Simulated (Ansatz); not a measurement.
**Four-centre ligand exchange**

Start structure (BH4SeO2F, singlet), relaxed at PBE0-D4/def2-TZVP:

```
atom    x (Å)    y (Å)    z (Å)
  B1   0.9059   0.2428  -0.4143
  F2   1.2628  -0.9402   0.0895
  O3   0.2135   0.2452  -1.5788
  O4   1.2581   1.3995   0.2042
  H5  -1.2451  -1.8040   1.5097
 Se6  -2.1512  -0.6834   1.2367
  H7   0.0055   1.1350  -1.8729
  H8   1.7176   1.2590   1.0349
  H9  -1.9671  -0.8540  -0.2090
```

The step: BH₂O₂F ([OH][B]([OH])[F]) + H₂Se → BH₃SeO₂ ([OH][B]([OH])[SeH]) + HF; bonds formed: B1–Se6, F2–H5; bonds broken: B1–F2, H5–Se6. Ansatz 0.2.0; basis: def2-TZVPP and def2-QZVPP; cores frozen in the correlated methods. Filled d shells of the heavier atoms are correlated. The def2 sets are not built for correlating such inner shells, so the correlated values are less sure here. Extrapolation: Hartree–Fock as exp(−7.88 √X), correlation as X^−2.97. Energies below are by CCSD(T) at an estimated basis limit (MP2 extrapolated from triple and quadruple zeta, plus CCSD(T) − MP2 in triple zeta).

(1) What are the electronic barrier and the energy of the step, from the start structure to the end structure? (Judge from chemistry; the value comes from the calculation.)

T1 diagnostic: at most 0.012.

Answers

(1) The calculation gives: Barrier 44.08 kcal/mol; step energy 16.48 kcal/mol (uphill); reverse barrier, their difference, 27.60 kcal/mol. Barrier and step energy count from the start structure, the reverse barrier from the end structure.

The saddle point: One imaginary mode of 838i cm⁻¹.
```csv
pair,start (Å),saddle (Å),end (Å)
B1–Se6,3.60,2.25,2.00
F2–H5,3.01,1.14,0.94
B1–F2,1.33,1.64,3.29
H5–Se6,1.47,1.77,2.31
```

Zero-point energy (harmonic, PBE0-D4): ZPE is 32.49 kcal/mol at the start and 30.99 kcal/mol at the saddle, so the barrier goes from 44.08 to 42.57 kcal/mol.

Labels in which every atom is bracketed show which atoms are joined, not bond orders.

For scale, one of the runs: CCSD(T)/def2-TZVPP, 228 basis functions, launched by `ansatz run in.yaml --threads 8 --pin off --events-out ev --progress --plain --max-ram 19148MiB`. Hardware: 8 CPU threads of a Oxide Virtual Turin-like, shared host. Wall time 76 s; peak host memory 4.4 GiB.
